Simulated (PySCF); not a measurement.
N: excitation energy

N [He] 2s2 2p3 (4S) → N [He] 2s1 2p4 (4P), as a difference of total energies. Calculation: PySCF 2.14, in aug-cc-pCVQZ-DK (9s8p6d4f2g, 109 functions); scalar relativity by spin-free X2C-1e. Correlated levels: valence: 1s2 frozen; valence and next inner shell: nothing frozen. The calculations carry no spin-orbit coupling.

| method | excitation energy (cm⁻¹) |
| --- | --- |
| UHF | 87896 |
| LDA | 85339 |
| PBE | 83882 |
| PBE0 | 85841 |
| r2SCAN | 83313 |
| wB97X | 89289 |
| MN15 | 83656 |
| TPSSh | 86297 |
| MP2 (valence) | 89268 |
| SCS-MP2 (valence) | 89447 |
| MP2 (valence and next inner shell) | 89125 |
| SCS-MP2 (valence and next inner shell) | 89386 |

Errors of the correlated levels include the incompleteness of this basis and the frozen core.

For comparison: 88132 cm⁻¹ (measured; NIST levels, between the centres of gravity of the two terms).
